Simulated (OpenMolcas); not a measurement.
Si3+: CASPT2 settings compared

```
Program             : OpenMolcas
Basis               : ANO-R3 [6s5p4d2f1g]
Scalar Hamiltonian  : X2C, finite nucleus
Active space        : 1 electron in 4 orbitals (3s 3p)
State averaging     : 2S+1 = 2 even, 1 root; 2S+1 = 2 odd, 3 roots
Spin-orbit coupling : RASSI with atomic mean-field integrals over the reference wave functions, term energies averaged over their components
```

Methods on the same reference wave functions:
A. CASSCF
B. SS-CASPT2, IPEA 0 Eh, sigma1 regulariser 0.3 Eh (closed shells correlated: 2s 2p)
C. SS-CASPT2, IPEA 0.15 Eh, imaginary shift 0.15 Eh (closed shells correlated: 2s 2p)
D. SS-CASPT2, IPEA 0.5 Eh, no level shift (closed shells correlated: 2s 2p)

Energies in cm⁻¹ above 3s ²S_1/2, the measured ground level; measured values from NIST levels in Kelleher and Podobedova, J. Phys. Chem. Ref. Data 37, 1285 (2008).

| Level | A | B | C | D | Measured |
| --- | --- | --- | --- | --- | --- |
| 3s ²S_1/2 | 0.0 | 0.0 | 0.0 | 0.0 | 0.0 |
| 3p ²P°_1/2 | 70847 | 71570 | 71565 | 71555 | 71288 |
| 3p ²P°_3/2 | 71229 | 71952 | 71947 | 71937 | 71749 |

Deviations, from unrounded energies. A percentage is the sum of absolute deviations over the sum of measured energies, with the sign that they share, or ± where signs differ.

```
           Against measurement  Levels     A     B     C     D
mean absolute deviation (cm-1)       2   480   240   240   230
      other configurations (%)       2  -0.7  +0.3  +0.3  +0.3
```

B, C, D lie about equally close to measurement and A furthest from it. The largest miss of D in the table is 3p ²P°_1/2, by +270 cm-1. The ranking rests on the paired levels alone, and a cruder setting can come out closer through cancelling errors.

Among B to D the level of the table that moves most is 3p ²P°_1/2, by 15 cm-1 (lowest in D, highest in B).

The lowest spin-free term lies below A's lowest term by 0.267 hartree in B, 0.267 hartree in C, 0.267 hartree in D.

With one active electron the reference holds no correlation, so core polarisation is missing (holds for A). With one active electron, CASPT2 adds the correlation within the correlated inactive shells and between them and that electron, and leaves the splitting within a term as the reference gives it (holds for B; C; D). Computed and measured levels are paired by configuration, term and J; levels that our copy of the source lacks, or whose pairing is in doubt (as where it misses far off the trend of its configuration), stay unpaired and out of the deviations. Only configurations of the active space appear.

° marks odd parity.
